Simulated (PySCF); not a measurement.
CsI, SMILES [I][Cs]. Geometry: PBE-D3(BJ)/def2-TZVPD. The def2 effective core potentials stand for the cores of Cs, I; spin–orbit coupling is left out.

Method: PBE-D3(BJ)/def2-TZVPD (PySCF 2.14.0).

Harmonic wavenumbers (cm⁻¹): 114. Rotational constants (GHz): 0.6975 (linear); symmetry number 1.

Problem. Work out the zero-point energy and the ideal-gas rigid-rotor harmonic-oscillator thermochemistry at 298.15 K and 1 atm.

Solution. ZPE = ½ Σ hcν = ½ × 114 cm⁻¹ = 0.16 kcal/mol. H − E(el) = 2.68 kcal/mol. Entropy in cal/(mol K): translation 42.56, rotation 20.06, vibration 3.19, total 65.82. G − E(el) = -16.94 kcal/mol. Cp = 8.89 cal/(mol K). Modes under 150 cm⁻¹ make the vibrational entropy uncertain.
